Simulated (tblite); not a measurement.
C5H10O2.
Bonds: C1–C2 (double), C2–C3, C3–O4, O4–C5, C2–O6, O6–C7. Hydrogens: H8, H9 on C1; H10, H11 on C3; H12, H13, H14 on C5; H15, H16, H17 on C7.

Computed with GFN2-xTB (tblite), gas phase: Langevin dynamics at 300 K from the optimised GFN2-xTB geometry, time step 0.5 fs, friction 0.01 fs⁻¹, 2000 steps.

The start geometry, which sets the zero of energy:
```
atom  x, y, z in Å
C1      0.753   -0.789    1.093
C2      0.403    0.279    0.390
C3     -0.932    0.975    0.568
O4     -1.984    0.119    0.933
C5     -2.394   -0.744   -0.100
O6      1.143    0.917   -0.563
C7      2.446    0.441   -0.803
H8      1.693   -1.298    0.982
H9      0.067   -1.183    1.819
H10    -0.854    1.707    1.379
H11    -1.164    1.512   -0.363
H12    -1.587   -1.419   -0.406
H13    -2.731   -0.177   -0.976
H14    -3.224   -1.325    0.297
H15     2.872    1.101   -1.556
H16     2.431   -0.585   -1.183
H17     3.054    0.480    0.106
```

Problem. These frames come from the run, each turned onto the start geometry. Order them by potential energy, lowest first.
A.
```
atom  x, y, z in Å
C1      1.021   -0.321    1.719
C2      0.360    0.339    0.789
C3     -1.015    0.888    0.959
O4     -2.116    0.093    0.502
C5     -1.885   -0.665   -0.683
O6      0.808    0.744   -0.413
C7      1.870    0.064   -1.140
H8      1.950   -0.837    1.657
H9      0.476   -0.451    2.647
H10    -1.190    0.956    2.040
H11    -1.048    1.915    0.545
H12    -1.216   -1.454   -0.524
H13    -1.468   -0.050   -1.448
H14    -2.884   -1.060   -0.888
H15     1.973    0.776   -1.990
H16     1.485   -0.865   -1.521
H17     2.873   -0.058   -0.635
```
B.
```
atom  x, y, z in Å
C1      0.708   -0.803    1.096
C2      0.380    0.268    0.421
C3     -0.962    0.979    0.567
O4     -1.982    0.123    0.891
C5     -2.386   -0.727   -0.116
O6      1.128    0.886   -0.566
C7      2.455    0.359   -0.821
H8      1.712   -1.197    1.080
H9      0.146   -1.161    1.901
H10    -0.866    1.669    1.437
H11    -1.152    1.577   -0.363
H12    -1.577   -1.283   -0.564
H13    -2.837   -0.194   -1.003
H14    -3.081   -1.405    0.322
H15     2.827    1.082   -1.513
H16     2.364   -0.601   -1.210
H17     3.116    0.439    0.056
```
C.
```
atom  x, y, z in Å
C1      0.844   -0.607    1.376
C2      0.402    0.374    0.614
C3     -0.948    1.025    0.804
O4     -2.115    0.199    0.678
C5     -2.065   -0.706   -0.367
O6      1.034    0.927   -0.489
C7      2.120    0.248   -0.908
H8      1.791   -1.060    1.236
H9      0.185   -1.113    2.054
H10    -1.117    1.452    1.795
H11    -1.077    1.876    0.121
H12    -1.120   -1.310   -0.402
H13    -2.304   -0.214   -1.380
H14    -2.952   -1.328   -0.168
H15     2.369    0.691   -1.899
H16     1.912   -0.767   -1.151
H17     3.035    0.325   -0.298
```
D.
```
atom  x, y, z in Å
C1      0.814   -0.598    1.186
C2      0.420    0.293    0.343
C3     -0.973    0.877    0.616
O4     -1.912   -0.104    0.979
C5     -2.426   -0.705   -0.200
O6      1.104    0.900   -0.628
C7      2.388    0.409   -0.846
H8      1.679   -1.263    1.116
H9      0.291   -0.663    2.123
H10    -0.808    1.571    1.401
H11    -1.306    1.449   -0.271
H12    -1.654   -1.328   -0.670
H13    -2.803   -0.043   -0.937
H14    -3.110   -1.443    0.131
H15     2.955    1.059   -1.404
H16     2.330   -0.517   -1.462
H17     3.005    0.119    0.141
```
E.
```
atom  x, y, z in Å
C1      0.887   -0.752    1.382
C2      0.390    0.141    0.557
C3     -0.977    0.809    0.916
O4     -2.115   -0.007    0.806
C5     -2.225   -0.564   -0.467
O6      0.794    0.544   -0.629
C7      2.178    0.335   -1.020
H8      1.802   -1.322    1.352
H9      0.408   -0.909    2.355
H10    -0.843    1.297    1.935
H11    -1.099    1.689    0.171
H12    -1.248   -1.118   -0.723
H13    -2.414    0.254   -1.153
H14    -3.092   -1.256   -0.570
H15     2.309    0.002   -2.056
H16     2.596   -0.396   -0.282
H17     2.641    1.265   -0.958
```

Solution. B (0.329 eV), C (0.488 eV), A (0.578 eV), E (0.719 eV), D (0.828 eV).

In the order of the answer:

```tsv
t (fs)	E above start (eV)	largest force (eV/Å)	rms force component (eV/Å)	rms distance from start (Å)	rms bond change (Å)	bond most changed (Å)
25	0.329	2.66	0.740	0.097	0.027	C7–H16 -0.055
825	0.488	2.91	0.734	0.451	0.027	O6–C7 -0.060
650	0.578	1.94	0.663	0.890	0.026	C5–H12 -0.049
550	0.719	2.36	0.876	0.700	0.036	C3–H11 +0.059
375	0.828	3.50	1.025	0.249	0.037	C7–H17 +0.105
```

The cost below is that of the whole dynamics run. Hardware: Arm Neoverse V2, one thread, shared host with 96 logical CPUs at a one-minute load of 24. Cost: 8.1 s of wall time, 0.18 GiB resident at most.
